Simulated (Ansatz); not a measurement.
Stepwise reaction of `N#[C][Ge]([F])([C]#N)[C]#N` with hydrogen fluoride, as a gas-phase model of exchange steps in deposition or etching. ΔE in kJ/mol; ΔG adds harmonic PBE0-D4 terms to CCSD(T)/CBS, at 1 bar.

Gas-phase electronic energies from Ansatz, PBE0-D4/def2-TZVP geometries. CBS: MP2 limit from def2 TZ/QZ plus the TZ coupled-cluster correction, frozen cores. This one scheme is used for every species. Functionals use def2-TZVPP. B3LYP here is the variant with VWN-RPA as its local correlation; programs differ in this. For Ge outer-core shells are correlated without core-valence functions, which leaves a few kJ/mol of doubt a bond. Scalar relativity is left out up to krypton.

| step | reaction | PBE-D4 | B3LYP-D4 | ωB97M-V | CCSD(T)/CBS | ΔG(600 K) |
| --- | --- | --- | --- | --- | --- | --- |
| 1 | `N#[C][Ge]([F])([C]#N)[C]#N` + H–F → `N#[C][Ge]([F])([F])[C]#N` + `C#N` | -56.8 | -62.8 | -63.1 | -55.4 | -56.7 |
| 2 | `N#[C][Ge]([F])([F])[C]#N` + H–F → `N#[C][Ge]([F])([F])[F]` + `C#N` | -58.0 | -63.7 | -64.5 | -57.7 | -54.6 |
| 3 | `N#[C][Ge]([F])([F])[F]` + H–F → `[F][Ge]([F])([F])[F]` + `C#N` | -53.3 | -59.1 | -60.2 | -53.6 | -45.4 |

(1) By hand: ΔE of the 3 steps together at CCSD(T)/CBS.

## Answers

(1) (-55.4) + (-57.7) + (-53.6) = -166.7 kJ/mol, or -55.6 kJ/mol a step.

In ΔE the steps differ by no more than 4.1 kJ/mol. All are downhill at CCSD(T)/CBS. ΔG lies between -56.7 and -45.4 kJ/mol a step. PBE-D4 differs from CCSD(T)/CBS by -1.4 to 0.3 kJ/mol a step. Only this route is followed, and other bonds may react first. Isolated molecules leave out the surface, adducts and barriers. Largest T1 diagnostic: 0.014.
